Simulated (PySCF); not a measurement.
B(Cl)(F)(NHMe) (CH4BClFN), SMILES CNB(F)Cl. Atoms are numbered in the order given.

```xyz
9

B      0.2243    -0.1056     0.0000
Cl    -0.3617    -1.7829     0.0000
F      1.5412     0.1042     0.0000
N     -0.6721     0.9611     0.0000
C     -0.3109     2.3643     0.0000
H     -1.6660     0.7594     0.0000
H     -0.6958     2.8859     0.8929
H     -0.6958     2.8859    -0.8929
H      0.7835     2.4548     0.0000
```
Charge 0, spin multiplicity 1.

Geometry optimised at r2SCAN-D4/def2-SVP. This is a generated structure with no PubChem entry under its InChIKey; it may be hypothetical. Other conformers were not sampled.

These are r2SCAN/def2-TZVP run with PySCF values and carry that method's errors.

Symmetry labels are those of the subgroup Cs that the program uses (full group Cs).

Problem. List the valence orbital energies around the gap with their symmetry. (An estimate is asked for; the answer gives what the named calculation found.)

Solution. 
| orbital | symmetry | energy (eV) |
|---|---|---|
| HOMO−7 | A" | -11.68 |
| HOMO−6 | A' | -11.27 |
| HOMO−5 | A" | -11.01 |
| HOMO−4 | A' | -9.98 |
| HOMO−3 | A' | -9.54 |
| HOMO−2 | A" | -8.50 |
| HOMO−1 | A' | -7.99 |
| HOMO | A" | -6.77 |
| LUMO | A" | 0.37 |
| LUMO+1 | A' | 0.70 |
| LUMO+2 | A' | 1.74 |
| LUMO+3 | A' | 1.90 |
